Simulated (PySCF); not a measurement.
Excitations are Tamm–Dancoff values on a coarser integration grid. The basis has no diffuse functions, so Rydberg states are missing or too high.

Cartesian coordinates (Å):
SMILES: OCC1CC1
```xyz
13

O     -1.8928    -0.7220     1.0665
C     -1.2561     0.2238     0.2035
C      0.0426    -0.2689    -0.3758
C      1.2750    -0.2834     0.4826
C      1.1522     0.7174    -0.6329
H     -2.0520    -1.5277     0.5590
H     -1.9401     0.5256    -0.6015
H     -1.0718     1.1001     0.8295
H     -0.0549    -1.0747    -1.0986
H      1.9754    -1.1000     0.3623
H      1.1715     0.0729     1.5003
H      1.7625     0.5823    -1.5167
H      0.9725     1.7527    -0.3677
```
Charge 0, multiplicity 1.

### Question
Estimate the dipole moment, S1–T1 gap (TDA), S1 oscillator strength, LUMO, total energy, HOMO–LUMO gap, HOMO and T1 excitation (TDA) that TPSSh-D3(BJ)/def2-TZVP (PySCF 2.14.0) returns for this input.

### Answer

| Property | Result |
|---|---|
| dipole moment | 1.71 D |
| S1–T1 gap (TDA) | 0.32 eV |
| S1 oscillator strength | 0.003 |
| LUMO | 0.82 eV |
| total energy | -232.5378 Ha |
| HOMO–LUMO gap | 7.67 eV |
| HOMO | -6.84 eV |
| T1 excitation (TDA) | 6.75 eV |
